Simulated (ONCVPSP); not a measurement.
## Configuration tests for sulfur (S) (ONCV)

| Item | Value |
| --- | --- |
| Element | sulfur (S) |
| Generator | ONCVPSP 4.0.1 |
| Type | optimised norm-conserving Vanderbilt (ONCV) |
| Functional | PBE |
| Relativity | scalar-relativistic |
| Frozen core | [Ne] |
| Valence charge | 6 |
| Reference configuration | 3s2 3p3.5 (charge +0.5) |
| Partial waves | 3s: rc 1.25 bohr, ncon 4, nbas 8, qcut 5.1 1/bohr, 1 projector; 3p: rc 1.55 bohr, ncon 4, nbas 8, qcut 5.4 1/bohr, 2 projectors, debl 3.5 Ha; d scattering state at 0.24 Ha: rc 1.40 bohr, ncon 5, nbas 9, qcut 7.5 1/bohr, 2 projectors, debl 1.8 Ha |
| Local potential | polynomial inside 0.85 bohr (lpopt 5, dvloc0 0 Ha) |
| Core correction | none |

Energies are relative to the spin-unpolarised reference configuration 3s2 3p3.5; without spin polarisation the order of configurations can differ from experiment.

```csv
valence configuration,charge,ΔE all-electron (eV),error AE − PS (meV)
3s2 3p4,0,-4.660,+0.7
3s2 3p2,+2,29.393,+14
3s0 3p6,0,16.080,+0.2
```

Problem. What are ΔE and the potential's error for 3s2 3p3?

Solution. ΔE = 7.109 eV all-electron; the error (AE − PS) is +0.4 meV.

Levels in the configuration 3s0 3p6:

```
level  all-electron (eV)  pseudo (eV)
   3p             -8.076       -8.074
```

Note: no bound ghost flagged; GHOST(+) flagged for s at 11.2 eV.
